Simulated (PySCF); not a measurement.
FH₃LiN, SMILES [NH3]->[Li][F] (connectivity only; charge and spin as stated), neutral, multiplicity 1.

Geometry optimised at B3LYP-D3(BJ)/def2-TZVP.

Two levels are set side by side: PBE/def2-TZVPD (PySCF) and B3LYP/def2-TZVPD (PySCF). Same geometry, gas phase. Differences are taken from unrounded values.

```csv
quantity,B3LYP
orbital gap (eV),5.60
highest occupied level (eV),-6.96
lowest empty level (eV),-1.36
dipole moment (D),8.83
mean polarisability (bohr³),23.1
```

Problem. What does PBE give, and how far is it from B3LYP? (Estimate from the structure and the level; the computed values follow.)

Solution. 
```tsv
quantity	PBE	PBE minus B3LYP
orbital gap (eV)	3.70	-1.90
highest occupied level (eV)	-5.38	1.58
lowest empty level (eV)	-1.68	-0.32
dipole moment (D)	8.71	-0.11
mean polarisability (bohr³)	25.1	2.0
```

PBE's occupied levels lie high since its potential decays too fast outside the molecule; exact exchange lowers them and widens the gap. Loosely held outer electrons make PBE densities more polarisable. Differences between two approximate levels are no errors against the true value.

Rough cost on one machine, each run with all the roots and properties that it gave: B3LYP against PBE within a factor of 2.
